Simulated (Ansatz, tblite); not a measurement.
Removing and adding an electron: 1-butyl-3-methylimidazolium bromide, `CCCCn1cc[n+](C)c1.[Br-]`. Charge 0, multiplicity 1. Geometry: PBE-D4/def2-SVP. Ansatz, gas phase; energy differences of separate SCF runs; the oxidised species was run as a doublet alone; the reduced species was run as a doublet alone.

The xTB rows come from tblite.

```
               level  −HOMO (eV)  vertical IE (eV)  −LUMO (eV)  vertical EA (eV)  HOMO–LUMO gap (eV)  IE − EA (eV)                       remarks
            GFN1-xTB        8.50             12.10        6.50              3.52                1.99          8.58                             –
    PBE-D4/def2-TZVP        4.62              7.30        1.33             -0.91                3.29          8.21  HOMO above zero (-1 doublet)
r2SCANh-D4/def2-TZVP        5.19              7.38        0.86                 –                4.33             –                             –
```

(1) Estimate the rows for GFN2-xTB, PBE0-D4/def2-TZVP.

Results:

(1) 
```json
{"level": "GFN2-xTB", "−HOMO (eV)": "8.70", "vertical IE (eV)": "11.99", "−LUMO (eV)": "6.46", "vertical EA (eV)": "3.56", "HOMO–LUMO gap (eV)": "2.24", "IE − EA (eV)": "8.42", "remarks": "–"}
{"level": "PBE0-D4/def2-TZVP", "−HOMO (eV)": "5.60", "vertical IE (eV)": "7.38", "−LUMO (eV)": "0.47", "vertical EA (eV)": "-0.95", "HOMO–LUMO gap (eV)": "5.13", "IE − EA (eV)": "8.34", "remarks": "HOMO above zero (-1 doublet)"}
```

Relaxing the reduced species (PBE-D4/def2-SVP) changes its energy by -0.74 eV at PBE-D4/def2-TZVP, so the adiabatic electron affinity to this nearest minimum is -0.17 eV. On the way the bond C10–Br26 breaks. At PBE0-D4/def2-TZVP it is -0.12 eV. The highest occupied level of the relaxed charge -1 doublet lies above zero (up to 1.35 eV). By energy differences, losing it releases 0.17 eV (each at its own geometry, to the charge 0 singlet, at PBE-D4/def2-TZVP).     A HOMO above zero means that the electron is unbound at that level or that self-interaction error raises the level; the energy of removing that electron tells which. Raw xTB energy differences between charge states are shifted by several eV; the methods need an empirical correction for them. Sets without diffuse functions give affinities that are too small. A negative affinity means that the extra electron isn't bound; its size then hangs on the basis.
